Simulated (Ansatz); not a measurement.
Ansatz (an electronic-structure program) input:
A basis named .json is the Basis Set Exchange file of that set.

Ansatz 0.2 input:
```yaml
crystal:
  periodic: [false, false, false]
  atoms:
    - {symbol: Al, position_ang: [0.00000000, 0.00000000, 0.00000000]}
    - {symbol: F, position_ang: [0.00000000, 0.00000000, 1.59180744]}
    - {symbol: F, position_ang: [-0.00000000, -0.00000000, -1.59180744]}
basis:
  gaussian:
    orbitals: cc-pV_Q+d_Z.json
hamiltonian:
  xc: pbe
total_charge: 1
magnetization: {spin_polarized: false}
correlation: {method: rpa, electrons: outside_noble_gas}
```

What final total energy does it print?

-441.60436 Eh (RPA@PBE/cc-pV(Q+d)Z). The basis has 174 functions.
